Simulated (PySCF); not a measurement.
A PySCF script (with the pyscf-properties extension) for the NMR shieldings of `CO[C@@H]1C[C@@H]2CC[C@@H]21`, C7H12O, on a GFN2-xTB geometry:

```python
import basis_set_exchange as bse
import numpy as np
from pyscf import gto, dft
from pyscf.prop import nmr

atoms = """
C     2.511323   -0.818276    0.310924
O     1.622171    0.253701    0.494393
C     0.796127    0.482913   -0.615268
C    -0.194593    1.643396   -0.422337
C    -1.362859    0.717288   -0.802091
C    -2.086749    0.097252    0.397786
C    -1.021556   -1.011663    0.455195
C    -0.391502   -0.480349   -0.842258
H     1.977515   -1.761713    0.148891
H     3.173848   -0.637978   -0.545437
H     3.105566   -0.890419    1.219703
H     1.409767    0.590709   -1.523041
H    -0.033245    2.490099   -1.085113
H    -0.221504    1.991175    0.607349
H    -1.963125    1.025008   -1.654355
H    -3.077766   -0.277097    0.146741
H    -2.160393    0.734592    1.276961
H    -0.352865   -0.940995    1.310795
H    -1.412739   -2.024426    0.386358
H    -0.322569   -1.172538   -1.677928
"""
names = dict.fromkeys(["C", "O", "H"], "pcSseg-1")
basis = {el: gto.basis.parse(bse.get_basis(n, elements=[el], fmt="nwchem")) for el, n in names.items()}
mol = gto.M(atom=atoms, basis=basis, charge=0, verbose=0)
mf = dft.RKS(mol, xc="PBE0")
mf.grids.level = 2
mf.grids.alignment = dft.numint.BLKSIZE   # the property module wants whole blocks of grid points
mf.conv_tol = 1e-9
mf.kernel()

calc = nmr.RKS(mf)   # GIAO
C = mf.mo_coeff
Co = C[:, mf.mo_occ > 0]
resp = mf.gen_response(singlet=True, hermi=2)
def vind(x):   # induced exchange potential for any number of trial vectors
    d = np.einsum("pi,xij,qj->xpq", C, 2 * x.reshape(-1, C.shape[1], Co.shape[1]), Co, optimize=True)
    return np.einsum("xpq,pi,qj->xij", resp(d - d.transpose(0, 2, 1)), C, Co, optimize=True).ravel()
mo1, _ = nmr.rhf.solve_mo1(calc, with_cphf=vind)
sigma = calc.kernel(mo1)
for i, s in enumerate(sigma):   # ppm
    w = np.linalg.eigvalsh((s + s.T) / 2)
    print("%2d %-2s iso %8.1f  s11 %8.1f  s22 %8.1f  s33 %8.1f" % (i, mol.atom_pure_symbol(i), w.mean(), *w))
```

Question: Give the expected output.

Answer: 
```
 0 C  iso    129.8  s11     96.2  s22    109.1  s33    184.2
 1 O  iso    297.9  s11    265.3  s22    305.1  s33    323.3
 2 C  iso    112.1  s11     86.6  s22     94.0  s33    155.6
 3 C  iso    148.8  s11    130.7  s22    147.0  s33    168.7
 4 C  iso    160.1  s11    145.8  s22    155.4  s33    179.0
 5 C  iso    156.8  s11    141.3  s22    157.2  s33    172.1
 6 C  iso    170.8  s11    159.0  s22    166.1  s33    187.3
 7 C  iso    148.3  s11    128.2  s22    145.6  s33    171.0
 8 H  iso     28.7  s11     24.1  s22     27.4  s33     34.6
 9 H  iso     28.8  s11     24.9  s22     26.1  s33     35.3
10 H  iso     28.1  s11     24.0  s22     25.3  s33     34.9
11 H  iso     27.9  s11     24.4  s22     27.9  s33     31.4
12 H  iso     28.9  s11     25.6  s22     26.7  s33     34.5
13 H  iso     29.6  s11     27.3  s22     27.9  s33     33.8
14 H  iso     29.5  s11     25.0  s22     28.5  s33     35.1
15 H  iso     29.2  s11     26.0  s22     26.7  s33     35.0
16 H  iso     30.0  s11     26.7  s22     27.4  s33     35.8
17 H  iso     29.1  s11     25.5  s22     29.3  s33     32.5
18 H  iso     29.7  s11     25.9  s22     27.2  s33     36.1
19 H  iso     28.9  s11     25.6  s22     28.1  s33     33.0
```

These numbers come from an equivalent density-fitted implementation of the same equations, which agrees with the script to about 0.01 ppm for H and up to a few tenths of a ppm for heavy atoms, so last digits may differ.

Size and cost of the density-fitted run: 196 basis functions, roughly 120 core-seconds.
